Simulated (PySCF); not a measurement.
A side-by-side comparison of computed properties.

First species: C₄H₁₃PSSi.
Atom-mapped SMILES: `[CH3:1][CH:2]([CH3:3])[P@H:4](=[S:5])[CH2:6][SiH3:7]` (hydrogens: H8, H9, H10 on C1; H11 on C2; H12, H13, H14 on C3; H15 on P4; H16, H17 on C6; H18, H19, H20 on Si7)

Second species: C5H11PS2.
SMILES: `C=C[P@](C)(=S)CSC`

Levels: PBE0/pcSseg-1 for dipole moment, HOMO energy, LUMO energy and HOMO–LUMO gap; GFN2-xTB for rotational constant A and rotational constant C. Geometries: GFN2-xTB. Each structure is a single optimised conformer of the isolated species, non-relativistic unless stated. Electronic properties by PySCF.

The conformers computed, where there is a choice (atom-mapped SMILES and torsion angles):
- `[CH3:1][CH:2]([CH3:3])[P@H:4](=[S:5])[CH2:6][SiH3:7]`: C1–C2–P4–S5 62°, C2–P4–C6–Si7 -163°
- `[CH2:1]=[CH:2][P@:3]([CH3:4])(=[S:5])[CH2:6][S:7][CH3:8]`: C1–C2–P3–C4 126°, C2–P3–C6–S7 48°, P3–C6–S7–C8 77°

Q: Which has the higher HOMO–LUMO gap?

A: The first: 6.89 eV against 5.49 eV, a difference of 1.40 eV.

Q: Which has the higher LUMO energy?

A: The first: 0.34 eV against -0.70 eV, a difference of 1.04 eV.

Q: Which of the two has the higher rotational constant C, and by how much?

A: The second: 0.855 GHz against 0.739 GHz, a difference of 0.116 GHz.

Q: Which of the two has the higher dipole moment, and by how much?

A: The first: 4.27 D against 3.00 D, a difference of 1.27 D.

Q: Which of the two has the higher HOMO energy, and by how much?

A: The second: -6.19 eV against -6.55 eV, a difference of 0.36 eV.

Q: Which has the higher rotational constant A?

A: The first: 2.200 GHz against 1.461 GHz, a difference of 0.739 GHz.

On the first: The dipole matches unit charges of opposite sign 0.89 Å apart (1 e·Å = 4.8032 D).

On the second: In atomic units the dipole is 1.18 e·bohr (1 au = 2.5417 D).
